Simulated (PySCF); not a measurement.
dimethyl selenide (C2H6Se), SMILES [Se](C)C. Geometry optimised at PBE-D3(BJ)/def2-SVP.

Calculation: PBE-D3(BJ)/def2-SVP (PySCF).

Harmonic wavenumbers (cm⁻¹): 150, 155, 210, 586, 598, 823, 858, 890, 939, 1233, 1257, 1381, 1389, 1395, 1402, 2975, 2979, 3081, 3088, 3099, 3100. Rotational constants (GHz): 11.18, 6.767, 4.463; symmetry number 2.

Work out the zero-point energy and the ideal-gas rigid-rotor harmonic-oscillator thermochemistry at 298.15 K and 1 atm.

ZPE = ½ Σ hcν = ½ × 31588 cm⁻¹ = 45.16 kcal/mol. H − E(el) = 49.06 kcal/mol. Entropy in cal/(mol K): translation 39.98, rotation 22.99, vibration 9.02, total 71.98. G − E(el) = 27.60 kcal/mol. Cp = 18.60 cal/(mol K). Modes under 150 cm⁻¹ make the vibrational entropy uncertain.
